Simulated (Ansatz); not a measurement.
Two members of one family (AlP nanocrystals, H-capped), computed with Ansatz in the gas phase. The two geometries come from different levels. Binding counts from free atoms in the multiplicity of their measured ground term, without zero-point energy. Sets without diffuse functions give affinities that are too small. A dash marks a value that wasn't run or was left out as unsound. The structures are stationary points that may keep the symmetry of their start. Remarks come from the PBE and PBE0 runs and from stability tests at other levels; not every state was tested. A HOMO above zero means that the electron is unbound at that level and held by the basis, or that self-interaction error raises the level; the energy of removing that electron tells which. HOMO above LUMO (over both spins in singlets and doublets, within one spin in higher multiplets; at PBE or PBE0), or a gap under 0.15 eV within one spin, warns that the state may not be the lowest or that an electron is smeared out.

First: Al13P13H34, cut from zinc blende (singlet, charge 0, r2SCAN-D4/def2-SVP geometry).

Cartesian coordinates in Å:
```
Al -0.835 -4.733 -0.681
Al -1.344 -1.849 -4.027
Al 0.981 -4.108 2.667
Al 3.712 -0.367 2.387
Al 0.985 0.594 -4.123
Al 3.677 1.791 -0.947
Al 1.290 -1.457 -0.638
Al -2.611 -0.910 -0.103
Al 0.023 0.179 2.587
Al -0.252 2.082 -0.697
Al -3.068 1.412 -3.333
Al 1.731 3.579 2.265
Al -3.013 3.293 2.509
P 1.081 -3.622 0.295
P 0.834 -1.488 -2.965
P -2.477 -3.267 0.414
P -2.888 -0.837 -2.453
P 3.323 -0.382 -0.020
P 0.159 -1.980 3.638
P 2.044 1.296 3.003
P 3.079 1.581 -3.275
P -0.683 1.924 -3.020
P 1.826 3.053 -0.107
P -0.401 -0.070 0.287
P -1.845 1.374 3.517
P -1.950 3.472 0.312
H -0.989 -6.208 -0.104
H -0.992 -4.387 -2.225
H -1.164 -0.660 -5.106
H -1.688 -3.318 -4.510
H -0.302 -5.034 2.880
H 2.397 -4.433 3.304
H 5.197 0.120 2.683
H 3.119 -1.731 2.984
H 1.150 0.644 -5.696
H 5.116 2.415 -0.717
H -3.664 -0.130 0.807
H -3.441 1.394 -4.879
H -3.842 2.381 -2.319
H 2.898 4.558 2.717
H 0.184 3.917 2.558
H -2.632 4.574 3.365
H -4.497 2.785 2.253
H 2.224 -4.320 -0.186
H 1.774 -2.350 -3.595
H -3.786 -3.773 0.186
H -2.435 -3.444 1.825
H -4.154 -1.443 -2.694
H 4.376 -1.177 -0.558
H 0.826 -1.729 4.865
H -1.141 -2.227 4.161
H 2.049 1.316 4.428
H 4.146 0.904 -3.928
H 3.271 2.859 -3.868
H -0.458 3.257 -3.471
H 1.841 4.284 -0.825
H -2.825 0.391 3.819
H -1.467 1.715 4.844
H -2.996 3.485 -0.654
H -1.474 4.803 0.168
```

```tsv
level	HOMO (eV)	LUMO (eV)	gap (eV)	vertical EA (eV)	vertical triplet (eV)	binding per atom (eV)
PBE-D4/def2-SVP	-6.18	-2.41	3.77	1.19	3.96	2.98
r2SCAN-D4/def2-SVP	-6.49	-2.31	4.18	–	–	2.99
PBE0-D4/def2-SVP	-7.31	-1.75	5.56	0.95	4.81	2.97
```

Remarks: HOMO above zero (-1 doublet), gap within one spin near zero at PBE or PBE0 (triplet).

Second: Al15P15H34, cut from wurtzite (singlet, charge 0, PBE-D4/def2-SVP geometry).

Cartesian coordinates in Å:
```
Al -0.506 4.559 -2.154
P -2.384 3.775 -0.809
P 0.407 2.548 -2.979
Al -1.072 0.643 -2.784
Al 1.907 -0.343 -5.214
P 0.053 -1.149 -3.846
Al -1.901 1.976 0.711
P -3.907 1.344 1.877
P -1.029 0.171 -0.428
Al -2.533 -1.690 -0.205
Al 0.565 -3.020 -2.413
P -1.449 -3.548 -1.194
Al -3.680 -0.509 3.447
P -2.514 -2.116 2.176
Al -1.262 -5.404 0.380
P 0.975 5.148 -0.325
Al 2.715 2.201 -2.325
P 3.414 0.218 -3.393
Al 1.700 3.517 1.333
P -0.388 2.813 2.325
P 2.388 1.671 0.020
Al 1.161 -0.366 0.327
Al 4.175 -1.409 -1.735
P 2.075 -2.174 -0.791
Al 0.211 1.139 3.962
P -1.957 0.466 4.849
P 0.880 -0.736 2.679
Al -0.386 -2.750 3.147
Al 2.678 -3.799 0.906
P 0.488 -4.454 1.771
H -0.908 5.796 -3.074
H -3.424 3.338 -1.689
H -3.065 4.842 -0.140
H 0.485 2.804 -4.387
H -2.557 1.054 -3.237
H 1.427 1.030 -5.919
H 2.498 -1.553 -6.082
H -0.932 -1.623 -4.774
H -4.890 0.996 0.899
H -4.540 2.487 2.462
H -4.009 -1.265 -0.674
H 1.080 -4.273 -3.254
H -2.403 -3.972 -2.177
H -5.041 -0.804 4.220
H -3.328 -3.284 2.342
H -2.630 -5.448 1.239
H -0.728 -6.705 -0.388
H 0.508 6.334 0.328
H 2.152 5.681 -0.939
H 3.528 3.580 -2.458
H 4.604 0.688 -4.044
H 2.687 4.181 2.396
H -0.977 3.930 3.003
H 3.709 1.384 0.495
H 4.905 -2.615 -2.500
H 4.935 -0.553 -0.594
H 1.146 1.720 5.115
H -2.505 1.521 5.647
H -1.714 -0.491 5.884
H 2.195 -1.034 3.168
H -0.549 -2.929 4.735
H 3.362 -5.079 0.223
H 3.405 -2.996 2.107
H 0.751 -5.465 2.756
```

Question: Estimate the same table for the second.

Answer: 
```tsv
level	HOMO (eV)	LUMO (eV)	gap (eV)	vertical EA (eV)	vertical triplet (eV)	binding per atom (eV)
PBE-D4/def2-SVP	-5.67	-2.79	2.88	1.53	3.30	3.06
r2SCAN-D4/def2-SVP	-5.93	-2.69	3.25	–	–	3.06
PBE0-D4/def2-SVP	-6.65	-2.15	4.51	1.34	4.01	3.05
```

Remarks: gap within one spin near zero at PBE or PBE0 (-1 doublet), gap within one spin near zero at PBE or PBE0 (triplet).
